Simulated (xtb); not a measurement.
Cl₄Ti (SMILES [Cl][Ti]([Cl])([Cl])[Cl]), singlet, geometry from GFN2-xTB (such geometries of metal compounds can be far from the true shape).

The xtb input:
```
$ xtb mol.xyz --gfn 0 --json

# file mol.xyz
5

Ti    -0.00000000    -0.00000000    -0.00000000
Cl     1.68598647    -0.53254751    -1.15362652
Cl     0.61270013     0.47649048     1.96330506
Cl    -0.94593491     1.67582411    -0.86823504
Cl    -1.35275169    -1.61976707     0.05855650
```

**Question.** Predict the partial charges in atom order from xtb with GFN0-xTB.

**Answer.** Ti1 1.15, Cl2 -0.29, Cl3 -0.29, Cl4 -0.29, Cl5 -0.29

**Question.** Estimate the total energy that GFN0-xTB returns for this input.

**Answer.** -18.9699 Eh

**Question.** Give the HOMO-LUMO gap at the level GFN0-xTB.

**Answer.** 5.01 eV
